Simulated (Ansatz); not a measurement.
A structure relaxed at PBE0-D4/def2-TZVP, charge 0, multiplicity 1:

| atom | x (Å) | y (Å) | z (Å) |
| --- | --- | --- | --- |
| C1 | 1.267 | -1.649 | 0.988 |
| O2 | 0.183 | -1.392 | 0.148 |
| Zn3 | -0.479 | 0.171 | -0.373 |
| C4 | -1.303 | 1.782 | -1.017 |
| H5 | 2.218 | -1.273 | 0.583 |
| H6 | 1.375 | -2.733 | 1.113 |
| H7 | 1.143 | -1.217 | 1.992 |
| H8 | -0.999 | 2.637 | -0.409 |
| H9 | -2.391 | 1.699 | -0.972 |
| H10 | -1.014 | 1.975 | -2.051 |

**Question.** Give its formula and SMILES.

**Answer.** C2H6OZn, `C[O][Zn][CH3]`.

**Question.** Summarise the bond lengths by kind.

**Answer.** 1 × C–O 1.395 Å; 6 × C–H 1.092 to 1.100 Å; 1 × O–Zn 1.776 Å; 1 × C–Zn 1.920 Å.

Results of the Gaussian-basis code of Ansatz.
